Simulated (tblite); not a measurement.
Question: Give a GFN2-xTB geometry of `C#C[C@@H]([SiH3])[C@@H](C)[CH]O` [radical]. (Doublet state.)

Answer: 
```
atom  x, y, z in Å
C1    -2.4951    1.9434   -0.5491
C2    -1.7267    1.0989   -0.1861
C3    -0.7901    0.0823    0.2098
Si4   -1.2998   -1.6708   -0.3876
C5     0.6171    0.3606   -0.3560
C6     1.3311    1.4622    0.4350
C7     1.3488   -0.9315   -0.3408
O8     2.0884   -1.2407   -1.4472
H9    -3.1741    2.6832   -0.8520
H10   -0.7330    0.0748    1.3034
H11   -0.7346   -2.6966    0.4935
H12   -0.9433   -1.8750   -1.7882
H13   -2.7630   -1.7503   -0.2682
H14    0.5214    0.6745   -1.3994
H15    0.7299    2.3689    0.4197
H16    1.4746    1.1568    1.4703
H17    2.3035    1.6780   -0.0023
H18    1.6838   -1.3335    0.6069
H19    2.5512   -2.0760   -1.3239
```

Any rigid rotation of these coordinates is as good. Atoms count from 1 in this order. C7 (carbon bonded to C, O and H) has angles 119.0°, 117.2° and 117.1°, sum 353.3°, 0.19 Å off the plane of its three neighbours. O8 (oxygen bonded to C and H) is bent (angle 110.7°). Of the pairs four or more bonds apart, Si4···H18 is among the closest relative to their van der Waals radii: 3.16 Å, 96 % of the sum of Bondi's values. Si4 (silicon bonded to C and 3 H) is tetrahedral (angles from 106.7° to 112.6°).

Bonds between heavy atoms (Å): C1≡C2 1.198, C2–C3 1.438, C3–Si4 1.921, C3–C5 1.542, C5–C6 1.533, C5–C7 1.485, C7–O8 1.366.

Structure optimised with GFN2-xTB, isolated species. This method treats the open shell by occupation alone, without spin polarisation.

Point group: C1 (no symmetry element, even within 0.4 Å). Its GFN2-xTB frequencies are all real (lowest 46 cm⁻¹). Torsions: C2–C3–C5–C6 77°, C3–C5–C7–O8 137°, C5–C7–O8–H 178°. 3 starts were optimised and ended at 0.00, 0.41 and 1.22 kcal/mol (GFN2-xTB); the lowest of these is shown.

One conformer stands for the species.

The numbers are calculated, not measured.
